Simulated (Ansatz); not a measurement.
(BeTe)n: binding per atom (eV) at several levels, gas phase, relaxed structures; Ansatz. Core potentials for Te in the def2 sets, no spin–orbit coupling. Binding counts from free atoms in the multiplicity of their measured ground term, without zero-point energy. The structures are stationary points that may keep the symmetry of their start. Correlated methods freeze inner cores and use unrestricted references for open shells.

```csv
species,state,geometry,PBE-D4/def2-SVP,PBE-D4/def2-TZVP,PBE0-D4/def2-SVP,PBE0-D4/def2-TZVP,RPA@PBE/def2-TZVP,MP2/def2-TZVP
(BeTe)2 ring (Be2Te2),singlet,PBE0-D4/def2-TZVP,2.56,2.57,2.49,2.51,1.88,2.39
(BeTe)4 cube (Be4Te4),singlet,PBE-D4/def2-SVP,3.07,3.05,3.01,3.00,2.33,2.90
```

(1) Estimate the rows for (BeTe)6 ring (Be6Te6) (singlet, r2SCAN-D4/def2-SVP geometry).

(1) 
| species | state | geometry | PBE-D4/def2-SVP | PBE-D4/def2-TZVP | PBE0-D4/def2-SVP | PBE0-D4/def2-TZVP | RPA@PBE/def2-TZVP | MP2/def2-TZVP |
| --- | --- | --- | --- | --- | --- | --- | --- | --- |
| (BeTe)6 ring (Be6Te6) | singlet | r2SCAN-D4/def2-SVP | 2.94 | 2.91 | 2.88 | 2.86 | 2.26 | 2.79 |
